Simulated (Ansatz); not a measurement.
Gas-phase electronic energies from Ansatz, PBE0-D4/def2-TZVP geometries. CBS: MP2 limit from def2 TZ/QZ plus the TZ coupled-cluster correction, frozen cores. This one scheme is used for every species. Functionals use def2-TZVPP. B3LYP here is the variant with VWN-RPA as its local correlation; programs differ in this. One conformer a species, not always the lowest.

`B[SiH2]N` + `CC(N)F` → `BNC(C)F` + `N[SiH3]`  (cleavage of the B–Si bond)

(1) Is it downhill or uphill in electronic energy at CCSD(T)/CBS, and by how much? (An estimate is asked.)

(2) What do these levels give: B3LYP-D4, r2SCAN0, RPA@PBE/def2-TZVPP, CCSD(T)/def2-SVP, SCS-MP2/def2-QZVPP, HF/CBS(def2)? (An estimate is asked.)

(3) What do rigid-rotor, harmonic-oscillator terms from PBE0-D4/def2-TZVP frequencies (298.15 K, 1 bar) make of the CCSD(T)/CBS value? (Estimate.)

Largest T1 diagnostic among the species: 0.012.

Answers

(1) Ansatz gave: Downhill: ΔE = -1.70 eV.

(2) Ansatz gave: B3LYP-D4 -1.73, r2SCAN0 -1.70, RPA@PBE/def2-TZVPP -1.73, CCSD(T)/def2-SVP -1.89, SCS-MP2/def2-QZVPP -1.77, HF/CBS(def2) -1.71 eV.

(3) The calculation gave: ΔZPE = 0.00 eV, ΔH = -1.72 eV, ΔS = -12 J/(mol·K), ΔG = -1.68 eV.

From BLYP to BHLYP (50 % exact exchange), in def2-TZVPP and without D4, ΔE moves by −0.04 eV. At CCSD(T), def2-SVP lies −0.18 eV from the extrapolated value and def2-TZVPP −0.02 eV. Leaving LDA and LC-ωPBE aside and taking each functional with its dispersion term where it has one, the values, not all of them listed here, spread over 0.14 eV, from CAM-B3LYP-D4 to revPBE-D4. LDA lies −0.14 eV from PBE without D4.
